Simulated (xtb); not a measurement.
C3H7O (SMILES [CH2]COC), doublet, from a rough starting geometry; GFN2-xTB run with xtb.

Input for xtb:
```
$ xtb mol.xyz --gfn 2 --uhf 1 --opt vtight --json

# file mol.xyz
11

O     -0.24252504    -0.79200708    -0.04936522
C     -0.25257709     0.57939408    -0.05915851
C      1.07246557    -1.33659849    -0.07202600
C     -1.65589932     1.05389595    -0.11035292
H      0.34742663     0.99007529     0.80015107
H      0.31977982     0.99340198    -0.98669248
H      1.00667355    -2.39562557    -0.02843074
H      1.62310858    -1.06922450    -0.97382265
H      1.66077345    -0.96753522     0.78586030
H     -2.14684948     0.70312286     0.83024948
H     -1.73424745     2.13832848    -0.07895967
```

Output, abridged:

```
   ID    Z sym.   atoms
    1    8 O      1
    2    6 C      2-4
    3    1 H      5-11

           -------------------------------------------------
          |                Calculation Setup                |
           -------------------------------------------------

           -------------------------------------------------
          |                 G F N 2 - x T B                 |
           -------------------------------------------------

          ...................................................
          :                      SETUP                      :
          :.................................................:
          :  # basis functions                  23          :
          :  # atomic orbitals                  23          :
          :  # shells                           15          :
          :  # electrons                        25          :
          :  max. iterations                   250          :
          :  Hamiltonian                  GFN2-xTB          :
          :  restarted?                      false          :
          :  GBSA solvation                  false          :
          :  PC potential                    false          :
          :  electronic temp.          300.0000000     K    :
          :  accuracy                    1.0000000          :
          :  -> integral cutoff          0.2500000E+02      :
          :  -> integral neglect         0.1000000E-07      :
          :  -> SCF convergence          0.1000000E-05 Eh   :
          :  -> wf. convergence          0.1000000E-03 e    :
          :  Broyden damping             0.4000000          :
          :  net charge                          0          :
          :  unpaired electrons                  1          :
          ...................................................

 iter      E             dE          RMSdq      gap      omega  full diag
   1    -14.0396839 -0.140397E+02  0.434E+00   10.12       0.0  T
   2    -14.0740145 -0.343306E-01  0.228E+00    9.99       1.0  T
   3    -14.0744660 -0.451461E-03  0.910E-01   10.15       1.0  T
   4    -14.0747227 -0.256762E-03  0.178E-01   10.00       1.0  T
   5    -14.0748290 -0.106255E-03  0.848E-02   10.07       1.0  T
   6    -14.0748313 -0.230208E-05  0.992E-03   10.06       3.0  T
   7    -14.0748314 -0.120040E-06  0.419E-03   10.07       7.2  T
   8    -14.0748314 -0.200341E-07  0.883E-04   10.07      34.1  T
   9    -14.0748314 -0.290163E-09  0.229E-04   10.07     131.4  T

   *** convergence criteria satisfied after 9 iterations ***

         :::::::::::::::::::::::::::::::::::::::::::::::::::::
         ::                     SUMMARY                     ::
         :::::::::::::::::::::::::::::::::::::::::::::::::::::
         :: total energy             -13.933970556578 Eh    ::
         :: gradient norm              0.093551995392 Eh/a0 ::
         :: HOMO-LUMO gap             10.065121881352 eV    ::
         ::.................................................::
         :: SCC energy               -14.074830615565 Eh    ::
         :: -> isotropic ES            0.017045054091 Eh    ::
         :: -> anisotropic ES          0.004620644128 Eh    ::
         :: -> anisotropic XC          0.004118051184 Eh    ::
         :: -> dispersion             -0.004344887946 Eh    ::
         :: repulsion energy           0.140860058987 Eh    ::
         :: add. restraining           0.000000000000 Eh    ::
         :: total charge              -0.000000000000 e     ::
         :::::::::::::::::::::::::::::::::::::::::::::::::::::

      -----------------------------------------------------------
     |                   =====================                   |
     |                        A N C O P T                        |
     |                   =====================                   |
     |               Approximate Normal Coordinate               |
     |                Rational Function Optimizer                |
[...]
 * total energy  :   -13.9529028 Eh     change       -0.2633057E-04 Eh
 * total energy  :   -13.9529187 Eh     change       -0.1589913E-04 Eh
 * total energy  :   -13.9529416 Eh     change       -0.2295120E-04 Eh
 * total energy  :   -13.9529727 Eh     change       -0.3103327E-04 Eh
 * total energy  :   -13.9529955 Eh     change       -0.2277842E-04 Eh
 * total energy  :   -13.9530100 Eh     change       -0.1458763E-04 Eh
 * total energy  :   -13.9530239 Eh     change       -0.1385552E-04 Eh
 * total energy  :   -13.9530279 Eh     change       -0.3978611E-05 Eh
 * total energy  :   -13.9530291 Eh     change       -0.1235682E-05 Eh
 * total energy  :   -13.9530296 Eh     change       -0.4371683E-06 Eh
 * total energy  :   -13.9530297 Eh     change       -0.1408391E-06 Eh
 * total energy  :   -13.9530298 Eh     change       -0.6364049E-07 Eh
   *** GEOMETRY OPTIMIZATION CONVERGED AFTER 26 ITERATIONS ***
         :: total energy             -13.953029754941 Eh    ::
[...]
        10        2.0000           -0.4642696             -12.6334
        11        2.0000           -0.4510517             -12.2737
        12        2.0000           -0.4043041             -11.0017
        13        1.0000           -0.3122650              -8.4972 (HOMO)
        14                          0.0350045               0.9525 (LUMO)
        15                          0.1072705               2.9190
        16                          0.1214287               3.3042
        17                          0.1492156               4.0604
        18                          0.1718767               4.6770
        19                          0.1751802               4.7669
        20                          0.1918481               5.2205
        21                          0.2233339               6.0772
        22                          0.2789157               7.5897
        23                          0.3593434               9.7782
      -------------------------------------------------------------
                  HL-Gap            0.3472695 Eh            9.4497 eV
             Fermi-level           -0.2484574 Eh           -6.7609 eV

     #   Z          covCN         q      C6AA      α(0)
     1   8 O        1.702    -0.307    19.116     5.903
     2   6 C        3.704     0.100    19.070     6.243
     3   6 C        3.655     0.042    20.159     6.446
     4   6 C        2.833    -0.125    31.176     9.150
     5   1 H        0.921     0.036     2.507     2.476
     6   1 H        0.921     0.036     2.507     2.476
     7   1 H        0.925     0.059     2.212     2.326
     8   1 H        0.923     0.026     2.643     2.543
     9   1 H        0.923     0.026     2.644     2.543
    10   1 H        0.927     0.063     2.162     2.299
    11   1 H        0.926     0.044     2.391     2.418

 Mol. C6AA /au·bohr⁶  :        879.687425
 Mol. C8AA /au·bohr⁸  :      18210.657874
 Mol. α(0) /au        :         44.822365

Wiberg/Mayer (AO) data.
largest (>0.10) Wiberg bond orders for each atom

 ---------------------------------------------------------------------------
     #   Z sym  total        # sym  WBO       # sym  WBO       # sym  WBO
 ---------------------------------------------------------------------------
     1   8 O    2.084 --     3 C    1.000     2 C    0.987
     2   6 C    3.957 --     4 C    1.102     1 O    0.987     6 H    0.922
                             5 H    0.922
     3   6 C    3.955 --     1 O    1.000     7 H    0.980     9 H    0.976
                             8 H    0.976
     4   6 C    3.194 --     2 C    1.102    11 H    0.984    10 H    0.981
     5   1 H    0.996 --     2 C    0.922
     6   1 H    0.996 --     2 C    0.922
     7   1 H    0.996 --     3 C    0.980
     8   1 H    0.999 --     3 C    0.976
     9   1 H    0.999 --     3 C    0.976
    10   1 H    0.996 --     4 C    0.981
    11   1 H    0.998 --     4 C    0.984
 ---------------------------------------------------------------------------

Topologies differ in total number of bonds
Writing topology from bond orders to xtbtopo.mol

molecular dipole:
                 x           y           z       tot (Debye)
 q only:        0.417       0.194      -0.083
   full:        0.637       0.280      -0.126       1.798
molecular quadrupole (traceless):
                xx          xy          yy          xz          yz          zz
 q only:        0.528      -1.787       0.724      -0.115       0.106      -1.252
  q+dip:        0.143      -0.889       0.390      -0.015       0.060      -0.533
   full:        0.223      -1.396       0.530      -0.017       0.109      -0.753

optimized geometry written to: xtbopt.xyz

           -------------------------------------------------
          | TOTAL ENERGY              -13.953029754941 Eh   |
          | GRADIENT NORM               0.000031262397 Eh/α |
          | HOMO-LUMO GAP               9.449684466350 eV   |
           -------------------------------------------------
```
